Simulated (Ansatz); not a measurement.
`[F][Y]([F])[Cl]` + `[CH3][Zr]([Cl])([Cl])[Cl]` → `[CH3][Y]([F])[Cl]` + `[F][Zr]([Cl])([Cl])[Cl]`  (redistribution)

Gas-phase electronic energies from Ansatz, PBE0-D4/def2-TZVP geometries. CBS: MP2 limit from def2 TZ/QZ plus the TZ coupled-cluster correction, frozen cores. Functionals use def2-TZVPP. B3LYP here is the variant with VWN-RPA as its local correlation; programs differ in this. def2 core potentials past Kr. For Y, Zr outer-core shells are correlated without core-valence functions, which leaves a few kJ/mol of doubt a bond.

`[F][Y]([F])[Cl]`:

Z-matrix (Å, degrees):
```
Y
F 1 1.982
Cl 1 2.466 2 121.2
F 1 1.982 2 117.5 3 179.8
```

`[CH3][Zr]([Cl])([Cl])[Cl]`:

Cartesian coordinates in Å:
```
C 0.233 -0.120 1.147
Zr -0.197 0.102 -0.974
Cl -1.029 2.264 -1.215
Cl 1.839 -0.224 -2.056
Cl -1.770 -1.545 -1.463
H -0.679 0.020 1.739
H 0.972 0.623 1.467
H 0.631 -1.120 1.354
```

`[CH3][Y]([F])[Cl]`:

```xyz
7

C     0.854   -0.493   -0.489
Y    -0.747    0.683    0.731
F    -0.856    2.612    0.288
Cl   -2.633   -0.643    1.614
H     0.390   -1.009   -1.342
H     1.653    0.132   -0.905
H     1.339   -1.283    0.102
```

`[F][Zr]([Cl])([Cl])[Cl]`:

Z-matrix (Å, degrees):
```
Zr
F 1 1.877
Cl 1 2.323 2 109.1
Cl 1 2.323 2 109.1 3 120.0
Cl 1 2.323 2 109.1 3 -120.0
```

**Question.** Is it downhill or uphill in electronic energy at CCSD(T)/CBS, and by how much? (An estimate is asked.)

**Answer.** Computed: Uphill: ΔE = +44.0 kJ/mol.

**Question.** What do these levels give: PBE-D4, r2SCAN-D4, B97M-V, PBE0-D4, BHLYP-D4, B2PLYP, BLYP, B3LYP, CAM-B3LYP, SCS-MP2/def2-TZVPP, HF/def2-QZVPP, CCSD/CBS(def2)? (An estimate is asked.)

**Answer.** The calculation gave: PBE-D4 36.2, r2SCAN-D4 36.7, B97M-V 36.3, PBE0-D4 38.7, BHLYP-D4 43.2, B2PLYP 37.9, BLYP 34.0, B3LYP 36.5, CAM-B3LYP 36.7, SCS-MP2/def2-TZVPP 40.4, HF/def2-QZVPP 40.4, CCSD/CBS(def2) 45.3 kJ/mol.

Largest T1 diagnostic among the species: 0.016.

From BLYP to BHLYP (50 % exact exchange), in def2-TZVPP and without D4, ΔE moves by +5.0 kJ/mol. Leaving LDA and LC-ωPBE aside and taking each functional with its dispersion term where it has one, the values spread over 7.0 kJ/mol, from PBE-D4 to BHLYP-D4. The D4 term adds +4.4 kJ/mol with B3LYP and +2.5 kJ/mol with PBE0; it sums over pairs of atoms, weighted by their polarisabilities, and B3LYP, whose exchange is more repulsive, gets the larger term.
